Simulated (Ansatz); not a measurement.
H5O4Si (SMILES O[Si](O)(O)[OH2+]), charge +1, singlet, geometry from GFN2-xTB; Ansatz (a quantum-chemistry and plane-wave program) with HF/STO-3G.

Input for Ansatz:
Ansatz 0.2 input:
```yaml
crystal:
  periodic: [false, false, false]
  atoms:
    - {symbol: O, position_ang: [0.42300775, -0.34215206, 1.57256308]}
    - {symbol: Si, position_ang: [0.20866731, -0.06562924, 0.02728980]}
    - {symbol: O, position_ang: [0.05846469, -1.24648912, -1.02696932]}
    - {symbol: O, position_ang: [0.88574575, 1.28293584, -0.46060890]}
    - {symbol: O, position_ang: [-1.56857171, 0.38716528, -0.10415051]}
    - {symbol: H, position_ang: [0.19299341, -1.12049991, 2.07780759]}
    - {symbol: H, position_ang: [0.74771201, -1.73532224, -1.47075513]}
    - {symbol: H, position_ang: [1.58940578, 1.76807453, -0.03392037]}
    - {symbol: H, position_ang: [-1.81823817, 1.30180993, 0.09082315]}
    - {symbol: H, position_ang: [-2.02238704, 0.05306761, -0.89268722]}
basis:
  gaussian:
    orbitals: STO-3G
hamiltonian:
  xc: hf
total_charge: 1
scf: {lower_state_search: off}
```

Q: Write the output that Ansatz gives for this input, abridged.

A: 
```
Functional definition: HF
these checks for a lower state are left out or cut short: stability, starts, cluster_reference, orbital_swaps, neighbouring_geometries, increment
456 factors; integrals over basis functions are off by at most 3.8e-5 eV
mean field evaluation 1: about -15881.3424 eV, gradient 3.6e1 eV
mean field evaluation 2: about -15881.4368 eV, gradient 3.6e1 eV
mean field evaluation 4: about -15885.5973 eV, gradient 1.2e0 eV
mean field evaluation 8: about -15885.6016 eV, gradient 2.5e-5 eV
mean field -15885.60157696 eV, -583.7850903060 hartree, gradient 1.9e-6 eV, S^2 0.000000; 0 other end points of the search recorded, 0 dependent functions left out
reference -15885.60157696 eV, -583.7850903060 hartree; 25, 25 occupied and 9, 9 virtual orbitals, 456 factors
Total energy: -15885.60157696 eV, -583.7850903060 hartree
Checks for a lower state left out: stability, starts, cluster_reference, orbital_swaps, neighbouring_geometries, increment
```
